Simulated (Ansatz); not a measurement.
Reaction (formal exchange of groups at a Te–B bond): `ClB[TeH]` + `OC=S` → `OC(=S)[TeH]` + `BCl`

Program: Ansatz. Geometries: PBE0-D4/def2-TZVP. ΔE: electronic, gas phase. CBS: MP2 limit from def2 TZ/QZ plus the TZ coupled-cluster correction, frozen cores. This one scheme is used for every species. DFT in def2-TZVPP. B3LYP here is the variant with VWN-RPA as its local correlation; programs differ in this. HSE06 is defined as in plane-wave codes. def2 core potentials past Kr. For Te outer-core shells are correlated without core-valence functions, which leaves a few kJ/mol of doubt a bond. Each species was taken in one conformer, which may not be the lowest.

`ClB[TeH]`:

Z-matrix (Å, degrees):
```
B
Cl 1 1.738
Te 1 2.120 2 124.0
H 1 1.190 2 119.1 3 -180.0
H 3 1.658 1 95.2 2 0.0
```

`OC=S`:

Z-matrix (Å, degrees):
```
C
O 1 1.332
S 1 1.605 2 123.8
H 1 1.094 2 113.9 3 180.0
H 2 0.965 1 110.0 3 -180.0
```

`OC(=S)[TeH]`:

```xyz
6

O     1.061   -0.688    0.951
C     0.212   -0.460   -0.053
S    -0.038   -1.541   -1.216
Te   -0.743    1.451    0.067
H     1.105    0.051    1.570
H    -1.598    1.187   -1.318
```

`BCl`:

```xyz
4

B    -0.012   -0.055   -0.142
Cl    0.119    0.568    1.470
H     0.943    0.016   -0.850
H    -1.050   -0.529   -0.478
```

**Question.** Is it downhill or uphill in electronic energy at CCSD(T)/CBS, and by how much? (Best estimate.)

**Answer.** Computed: Uphill: ΔE = +0.95 eV.

**Question.** What do these levels give: r2SCAN-D4, B3LYP-D4, CAM-B3LYP-D4, ωB97X-V, PBE-QIDH, revPBE, r2SCAN0, HSE06, RPA@PBE/def2-TZVPP, SCS-MP2/def2-TZVPP, CCSD/def2-TZVPP, MP2/CBS(def2)? (Estimate.)

**Answer.** Computed: r2SCAN-D4 0.94, B3LYP-D4 0.91, CAM-B3LYP-D4 0.95, ωB97X-V 0.97, PBE-QIDH 1.01, revPBE 0.96, r2SCAN0 1.00, HSE06 1.01, RPA@PBE/def2-TZVPP 0.96, SCS-MP2/def2-TZVPP 0.93, CCSD/def2-TZVPP 1.00, MP2/CBS(def2) 0.91 eV.

Largest T1 diagnostic among the species: 0.018.

From r2SCAN to r2SCAN0 (25 % exact exchange), in def2-TZVPP and without D4, ΔE moves by +0.06 eV. In def2-TZVPP, CCSD(T) changes the Hartree–Fock value by −0.04 eV (the triples alone add −0.02 eV) and MP2 by −0.08 eV.
